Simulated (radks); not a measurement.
Ionisation of neutral arsenic, [Ar] 3d10 4s2 4p3, to [Ar] 3d10 4s2 4p2 as the strength of local exchange is varied. Calculated with a radial shooting solver on a logarithmic mesh with Libxc functionals: scalar-relativistic Kohn-Sham, Slater X-alpha exchange (alpha = 2/3 is LDA exchange), no correlation, spin-polarised, spherical densities, point nucleus; open shells are filled with parallel spins first.

| alpha | E(As) (hartree) | exchange (hartree) | IE (eV) | -e of the level emptied (eV) | <r> of it (bohr) |
|---|---|---|---|---|---|
| 0.654 | -2253.39915 | -76.05919 | 8.989 | 5.101 (4p) | 2.568 |
| 0.661 | -2254.21417 | -76.90144 | 9.062 | 5.167 (4p) | 2.562 |
| 0.667 | -2254.91301 | -77.62383 | 9.126 | 5.223 (4p) | 2.557 |
| 0.74 | -2263.43302 | -86.44776 | 9.914 | 5.929 (4p) | 2.494 |
| 0.791 | -2269.40460 | -92.65047 | 10.481 | 6.443 (4p) | 2.453 |
| 0.859 | -2277.39126 | -100.96937 | 11.260 | 7.153 (4p) | 2.401 |
| 0.886 | -2280.57021 | -104.28785 | 11.575 | 7.443 (4p) | 2.381 |
| 0.899 | -2282.10239 | -105.88875 | 11.729 | 7.584 (4p) | 2.372 |

NIST Atomic Spectra Database: 9.789 eV (measured). The Delta-SCF value meets it near alpha = 0.73. Open shells are spherical and high-spin; term and fine-structure splittings are not resolved.
